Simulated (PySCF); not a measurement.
From results back to the method.

C2H6AlNO.
SMILES: `[AlH2-]([O]C)[N+]#C`

The closed-shell ground state was solved 7 times with PySCF (density fitting, gas phase), always in the pcSseg-2 basis (271 functions), with these functionals: B97-2, BHandHLYP, BP86, HF, LC-wPBE, mPW1PW91 and wB97X-D. Isolated species at its PBE0-D3(BJ)/def2-SVP geometry (one conformer only).

```csv
row,total energy (Eh),HOMO (eV),LUMO (eV),dipole (D)
P,-452.3535,-5.80,-2.71,6.30
Q,-450.5664,-10.41,1.79,7.19
R,-452.2558,-6.86,-1.64,6.60
S,-452.1125,-9.85,0.84,6.83
T,-452.2741,-7.15,-1.59,6.62
U,-452.2121,-8.43,-0.45,6.86
V,-452.2522,-9.01,0.29,6.75
```

Task: Which functional belongs to which row?

Result: P = BP86, Q = HF, R = B97-2, S = LC-wPBE, T = mPW1PW91, U = BHandHLYP, V = wB97X-D. By rising HOMO–LUMO gap: BP86 (GGA) 3.09 eV; B97-2 (global hybrid, 21 % exact exchange) 5.22 eV; mPW1PW91 (global hybrid, 25 % exact exchange) 5.56 eV; BHandHLYP (global hybrid, 50 % exact exchange) 7.98 eV; wB97X-D (range-separated hybrid) 9.30 eV; LC-wPBE (range-separated hybrid) 10.69 eV; HF (all exact exchange) 12.20 eV. Total energies of different functionals aren't bounds to one another; each is stationary for its own functional.

Conformer computed: `[CH:1]#[N+:2][AlH2-:3][O:4][CH3:5]`: N2–Al3–O4–C5 88°.

Note: wB97X-D ran without an empirical dispersion term, which enters the total energy and its gradient alone.
